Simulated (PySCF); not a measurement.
C8H8Se, SMILES C=Cc1ccccc1[SeH] (GFN2-xTB optimised geometry):

```
17

C     -0.625    -2.478    -0.327
C     -1.059    -1.271     0.012
C     -0.286    -0.036     0.000
C      1.109    -0.036     0.000
C      1.828     1.142    -0.012
C      1.164     2.358    -0.023
C     -0.217     2.387    -0.017
C     -0.940     1.203     0.000
Se    -2.859     1.272    -0.003
H     -1.273    -3.337    -0.291
H      0.382    -2.658    -0.663
H     -2.098    -1.154     0.317
H      1.631    -0.980     0.024
H      2.908     1.115    -0.009
H      1.720     3.284    -0.031
H     -0.737     3.337    -0.023
H     -2.908     2.718     0.010
```

Method: PBE/def2-SVP in PySCF 2.14.0.

Question: What are the frontier orbital energies and the dipole moment?

Answer: HOMO-2 -7.03 eV, HOMO-1 -5.87 eV, HOMO -5.11 eV, LUMO -1.91 eV, LUMO+1 -1.07 eV; dipole moment 0.84 D.

On the same geometry PBE0/def2-SVP (PySCF 2.14.0) gives HOMO-2 -8.24 eV, HOMO-1 -6.90 eV, HOMO -6.12 eV, LUMO -1.09 eV, LUMO+1 -0.21 eV; dipole moment 0.97 D.

Meta-Löwdin charges at PBE/def2-SVP: C1 -0.23, C2 -0.10, C3 -0.01, C4 -0.10, C5 -0.11, C6 -0.10, C7 -0.12, C8 -0.08, Se9 0.03, H10 0.11, H11 0.11, H12 0.10, H13 0.11, H14 0.11, H15 0.11, H16 0.10, H17 0.05.
